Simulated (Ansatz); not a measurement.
`[Cl][Ag]` + H₂ → `[AgH]` + HCl at 298.15 K and 1 bar (hydrogenolysis of the Ag–Cl bond).

Gas-phase electronic energies from Ansatz, PBE0-D4/def2-TZVP geometries. CCSD(T)/CBS adds triple-zeta CCSD(T) − MP2 to the extrapolated MP2 energy (def2 sets, frozen cores). This one scheme is used for every species. Elements past krypton have def2 core potentials. For Ag outer-core shells are correlated without core-valence functions, which leaves a few kJ/mol of doubt a bond.

| species | CCSD(T)/CBS energy (Eh) | H − E (kJ/mol) | S (J/(mol·K)) |
| --- | --- | --- | --- |
| `[Cl][Ag]` | -606.73060 | 11.7 | 246.2 |
| H₂ | -1.17544 | 35.1 | 130.4 |
| `[AgH]` | -147.49153 | 19.3 | 204.5 |
| HCl | -460.38127 | 26.6 | 186.8 |

H − E and S are ideal-gas, rigid-rotor, harmonic terms from PBE0-D4/def2-TZVP. The MP2-based limit puts H₂ 0.8 mEh under its directly extrapolated value; such offsets cancel only in part. 1 Eh = 2625.50 kJ/mol, R = 8.31446 J/(mol·K).

**Question.** By hand: ΔE, ΔH, ΔS and ΔG.

**Answer.** ΔE = (-147.49153) + (-460.38127) − (-606.73060) − (-1.17544) = 0.03324 Eh = 87.3 kJ/mol. Δ(H − E) = 19.3 + 26.6 − 11.7 − 35.1 = -0.9, so ΔH = 86.4 kJ/mol. ΔS = 204.5 + 186.8 − 246.2 − 130.4 = 14.7 J/(mol·K). ΔG = 86.4 − 298.15 × (14.7)/1000 = 82.0 kJ/mol.

**Question.** By hand: the equilibrium constant, and the temperature at which ΔG would vanish if ΔH and ΔS stayed fixed.

**Answer.** log₁₀ K = −ΔG/(RT ln 10) = -14.4. ΔG = 0 at ΔH/ΔS = 5878 K, far beyond where these terms or the molecules hold.

The number of gas molecules stays the same, so ΔS is small and ΔH decides. A doubt of 5 kJ/mol in ΔE shifts log₁₀ K by 0.9 here. These are equilibria of isolated gas molecules and say nothing of rates. Largest T1 diagnostic: 0.026 (customary marks: 0.02 for closed shells, 0.045 for open ones).
